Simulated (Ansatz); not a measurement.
Stepwise reaction of `[NH2][Ta]([NH2])([OH])=[S]` with water, as a gas-phase model of exchange steps in deposition or etching. ΔE in kJ/mol; ΔG adds harmonic PBE0-D4 terms to CCSD(T)/CBS, at 1 bar.

Calculated with Ansatz (gas phase, PBE0-D4/def2-TZVP geometries, no zero-point term in ΔE). CCSD(T)/CBS is the MP2 limit (def2-TZVPP, def2-QZVPP) plus CCSD(T) − MP2 in def2-TZVPP, frozen cores. This one scheme is used for every species. Functionals use def2-TZVPP. B3LYP here is the variant with VWN-RPA as its local correlation; programs differ in this. def2 core potentials past Kr. For Ta outer-core shells are correlated without core-valence functions, which leaves a few kJ/mol of doubt a bond. Each species was taken in one conformer, which may not be the lowest.

| step | reaction | PBE-D4 | B3LYP-D4 | ωB97M-V | CCSD(T)/CBS | ΔG(500 K) |
| --- | --- | --- | --- | --- | --- | --- |
| 2 | `[NH2][Ta]([OH])([OH])=[S]` + H₂O → `[OH][Ta]([OH])([OH])=[S]` + NH₃ | -50.2 | -51.6 | -52.1 | -45.6 | -38.1 |

Q: Give the row of step 1, `[NH2][Ta]([NH2])([OH])=[S]` + H₂O → `[NH2][Ta]([OH])([OH])=[S]` + NH₃. (Estimate.)

A: The calculation gave: 
```csv
step,reaction,PBE-D4,B3LYP-D4,ωB97M-V,CCSD(T)/CBS,ΔG(500 K)
1,`[NH2][Ta]([NH2])([OH])=[S]` + H₂O → `[NH2][Ta]([OH])([OH])=[S]` + NH₃,-53.5,-55.2,-55.9,-49.3,-43.9
```

Q: By hand: ΔE of the 2 steps together at CCSD(T)/CBS.

A: (-49.3) + (-45.6) = -94.9 kJ/mol, or -47.5 kJ/mol a step.

In ΔE the steps differ by no more than 3.7 kJ/mol. All are downhill at CCSD(T)/CBS. ΔG lies between -43.9 and -38.1 kJ/mol a step. PBE-D4 differs from CCSD(T)/CBS by -4.6 to -4.2 kJ/mol a step. Isolated molecules leave out the surface, adducts and barriers. Largest T1 diagnostic: 0.020.
